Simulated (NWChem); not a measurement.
CH$_{3}$BBrClO; SMILES COB(Br)Cl

```xyz
8

B     -0.0975     0.6046     0.0000
Cl     1.1215     1.8836     0.0000
Br     0.5002    -1.2547     0.0000
O     -1.3791     0.9608     0.0000
C     -2.5343     0.1203     0.0000
H     -3.1204     0.3568     0.8916
H     -3.1204     0.3568    -0.8916
H     -2.2635    -0.9380     0.0000
```
Atoms are numbered in this order, from 1.

Level: B3LYP/6-31G* (spherical d) (NWChem), optimised geometry, unscaled harmonic frequencies. This build's default masses of Se (78.918 u) and Br (79.917 u) are each other's, which moves their modes by up to 0.6 %.

Task: List the harmonic frequencies with IR intensities, and the thermochemistry.

Result: 
```json
[
 {"frequency (cm⁻¹)": "5", "IR intensity (km/mol)": "0.0"},
 {"frequency (cm⁻¹)": "149", "IR intensity (km/mol)": "3.3"},
 {"frequency (cm⁻¹)": "190", "IR intensity (km/mol)": "3.5"},
 {"frequency (cm⁻¹)": "217", "IR intensity (km/mol)": "0.2"},
 {"frequency (cm⁻¹)": "399", "IR intensity (km/mol)": "12.4"},
 {"frequency (cm⁻¹)": "445", "IR intensity (km/mol)": "9.4"},
 {"frequency (cm⁻¹)": "487", "IR intensity (km/mol)": "16.4"},
 {"frequency (cm⁻¹)": "896", "IR intensity (km/mol)": "439.5"},
 {"frequency (cm⁻¹)": "1004", "IR intensity (km/mol)": "5.0"},
 {"frequency (cm⁻¹)": "1198", "IR intensity (km/mol)": "28.1"},
 {"frequency (cm⁻¹)": "1200", "IR intensity (km/mol)": "0.5"},
 {"frequency (cm⁻¹)": "1402", "IR intensity (km/mol)": "490.2"},
 {"frequency (cm⁻¹)": "1525", "IR intensity (km/mol)": "3.7"},
 {"frequency (cm⁻¹)": "1526", "IR intensity (km/mol)": "7.1"},
 {"frequency (cm⁻¹)": "1537", "IR intensity (km/mol)": "101.2"},
 {"frequency (cm⁻¹)": "3074", "IR intensity (km/mol)": "38.5"},
 {"frequency (cm⁻¹)": "3155", "IR intensity (km/mol)": "17.4"},
 {"frequency (cm⁻¹)": "3164", "IR intensity (km/mol)": "12.5"}
]
```

```
Property                                                                            Value
-----------------------------------------------------------------------  ----------------
zero-point energy                                                           30.8 kcal/mol
thermal correction to the enthalpy at 298.15 K (with zero-point energy)     35.5 kcal/mol
heat capacity Cv                                                         19.2 cal/(mol K)
entropy at 298.15 K and 1 atm (symmetry number 1)                        88.8 cal/(mol K)
dipole moment                                                                      2.87 D
```

Rigid rotor and harmonic oscillator; modes under 100 cm⁻¹ make the entropy uncertain.
